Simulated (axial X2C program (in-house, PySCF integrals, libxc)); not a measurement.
## Spin–orbit effects along a row: molecules with Li, CCSD(T)

All values come from calculations with an axial X2C code built on PySCF integrals, spin-free (one-electron X2C) or two-component (2c: spin–orbit coupling with atomic mean-field Coulomb and Gaunt terms, which also bring small scalar terms), in Dyall basis sets with cores contracted in-house; open shells are unrestricted.

Basis sets: Ag dyall-cv3z, Cd dyall-cv3z, I dyall-cv3z, Li dyall-cv3z, Mo dyall-cv3z, Pd dyall-cv3z, Rb dyall-cv3z, Te dyall-cv3z. Frozen shells (counts by l): LiRb Rb 3s2p1d, Li 1s, 10 electrons correlated; LiMo Mo 3s2p1d, Li 1s, 15 electrons correlated; LiPd Pd 4s3p1d, Li 1s, 11 electrons correlated; LiAg Ag 4s3p1d, Li 1s, 12 electrons correlated; LiCd Cd 4s3p1d, Li 1s, 13 electrons correlated; LiTe Te 4s3p2d, Li 1s, 7 electrons correlated; LiI I 4s3p2d, Li 1s, 8 electrons correlated. Coupled cluster in natural virtuals with an MP2 remainder. Where the outer core of a metal is frozen, bonds come out longer and ionisation energies lower. Frozen cores can differ along the series, which adds to the trend.

| molecule | spin-free state | Re (Å) | ωe (cm⁻¹) | De (eV) | 2c state | Re 2c (Å) | ωe 2c (cm⁻¹) | De 2c (eV) |
| --- | --- | --- | --- | --- | --- | --- | --- | --- |
| LiRb | M_S = 0, Λ = 0 | 3.490 | 195.0 | 0.71 | Ω = 0 | 3.491 | 196.0 | 0.71 |
| LiMo | M_S = 5/2, Λ = 0 | 2.697 | 312.3 | 0.82 | Ω = 5/2 | 2.697 | 312.4 | 0.81 |
| LiPd | M_S = 1/2, Λ = 0 | 2.230 | 431.7 | 1.34 | Ω = 1/2 | 2.231 | 430.7 | 1.34 |
| LiAg | M_S = 0, Λ = 0 | 2.392 | 381.1 | 1.83 | Ω = 0 | 2.393 | 381.1 | 1.83 |
| LiCd | M_S = 1/2, Λ = 0 | 3.174 | 113.0 | 0.08 | Ω = 1/2 | 3.172 | 113.5 | 0.08 |
| LiTe | M_S = 1/2, Λ = 1 | 2.517 | 447.1 | 2.47 | Ω = 3/2 | 2.521 | 443.5 | 2.37 |
| LiI | M_S = 0, Λ = 0 | 2.422 | 486.0 | 3.64 | Ω = 0 | 2.424 | 484.6 | 3.36 |

Each entry is the lowest single determinant of a limited PBE0 search at one distance. De goes to single-determinant-based atoms at the same level (for ions the charge split of lowest energy) and is withheld (n/a) where an atom does not fit its ground term or J level. Main or longest-lived isotopes. One determinant is a doubtful description, or other states lie close, for LiMo, LiPd, LiAg; these need not be ground states, and all values refer to the states named. With several unpaired electrons the Ω given is that of one determinant, not necessarily of the lowest component.
